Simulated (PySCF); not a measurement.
## Structure from NMR data

Molecular formula: C$_{3}$H$_{10}$BNO$_{2}$Si$_{2}$. Simulated spectra:

¹H NMR (400 MHz, computed): δ 7.64 (d, 1H), 5.03 (d, 1H), 4.73 (s, 6H), 3.78 (br, 2H).

¹³C{¹H} NMR (computed): δ 182.1 (CH), 180.5 (C), 91.6 (CH).

- σ from GIAO-PBE0/pcSseg-1
- geometry: PBE0-D3(BJ)/def2-SVP
- code: PySCF 2.14.0 with density-fitted response routines
- no relativistic terms, rapidly exchanging positions averaged, gas phase, single conformer

References, each an isolated molecule treated in the same way: TMS for ¹H (31.27 ppm), ¹³C (184.41 ppm).

Deduce the structure.

Results:


1. 3 carbon signals for 3 carbons: no two carbons are equivalent.
2. Carbon types of the structure: 1 × C, 2 × CH, leaving 8 H on heteroatoms.
3. δC 182.1: alkene carbon bearing oxygen; an sp2 carbon further deshielded by the attached heteroatom.
4. δC 180.5: amide carbonyl carbon; it is a carbonyl in resonance with an O or N lone pair, the region of acids, esters and amides.
5. δC 91.6: β carbon of an enol-ether or enamine type C=C; the O or N lone pair pushes π density onto this β carbon and shields it.
6. δH 7.64: hydrogen on an alkene carbon bearing oxygen; attached to an sp2 carbon and in the plane of the double bond.
7. δH 5.03: hydrogen on a β carbon of an enol-ether or enamine type C=C; lone-pair donation from O or N shields it, upfield of ordinary alkene protons.
8. δH 4.73: hydrogen on a silicon bonded to N.
9. δH 3.78: hydrogen on a boron bonded to 2 O, in a 6-membered ring.

The compound is `[SiH3]N([SiH3])C1=[O+][BH2-]OC=C1`.

The data come from this structure; uniqueness wasn't tested.

Hydrogens on boron are broadened and split by ¹¹B (spin 3/2, 80 %) and 10B (spin 3). Shifts are as computed. Against solution values, carbons near 30 ppm lie about +2 ppm off and those near 130 ppm about +5 ppm. Of 1309 compounds with measured shifts, 239 miss one by over three times the rms of a fit or turn the order of signals round; such compounds aren't used in these exercises. No couplings were computed; multiplicities are counted from neighbouring protons, with m where these are inequivalent, close in shift, in a saturated or five-membered ring or joined by F or P, and br s for small geminal =CH2 splittings.
